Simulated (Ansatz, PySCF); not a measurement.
C6H15In, SMILES C[CH2][In]([CH2]C)[CH2]C. Atoms are numbered in the order given.

```xyz
22

In     0.0691    -0.2279    -0.0015
C      1.8989     0.1418    -1.1466
C      2.2718     1.5987    -1.3914
H      1.7748    -0.3970    -2.1029
H      2.7109    -0.3909    -0.6216
H      2.4280     2.1496    -0.4499
H      1.4873     2.1393    -1.9442
H      3.2033     1.6977    -1.9766
C     -0.4244    -2.2713     0.6139
C     -1.7338    -2.4198     1.3784
H      0.4267    -2.6414     1.2122
H     -0.4265    -2.8926    -0.2988
H     -2.5988    -2.0799     0.7858
H     -1.7391    -1.8267     2.3074
H     -1.9363    -3.4665     1.6667
C     -1.3145     1.3725     0.5690
C     -1.0543     2.7548    -0.0161
H     -1.3017     1.4054     1.6733
H     -2.3265     1.0164     0.3076
H     -1.0908     2.7515    -1.1175
H     -0.0616     3.1420     0.2630
H     -1.7963     3.4986     0.3246
```

Geometry optimised at PBE0-D3(BJ)/def2-SVP. The isomer is the one that the SMILES or the coordinates give; other isomers of the formula were not compared. The def2 effective core potentials stand for the cores of In; spin–orbit coupling is left out. The values are those of a single conformer.

Vertical ionisation energy (IE) and electron affinity (EA) in eV. Rows of orbital energies are one-electron estimates. Where ΔSCF, EOM or ADC give a negative EA the extra electron is unbound and the value depends on the basis.

```json
[
 {"level": "−ε(HOMO), −ε(LUMO), B3LYP/def2-SVP (PySCF)", "IE": "6.14", "EA": "1.10"},
 {"level": "ΔSCF, CAM-B3LYP/def2-SVPD (Ansatz), final states of multiplicity 2 and 2", "IE": "…", "EA": "…"}
]
```

Q: Complete the blanks. (The exact figures need the calculation; the answer reports its results.)

A: 
- ΔSCF, CAM-B3LYP/def2-SVPD (Ansatz, a program for electronic structure), final states of multiplicity 2 and 2, IE: 8.32
- ΔSCF, CAM-B3LYP/def2-SVPD (Ansatz), final states of multiplicity 2 and 2, EA: -0.51

Q: What vertical singlet–triplet gap does ΔSCF give with CAM-B3LYP/def2-SVPD (Ansatz)? (Estimate from the structure and the level; the computed values follow.)

A: 4.19 eV (triplet above singlet where positive).
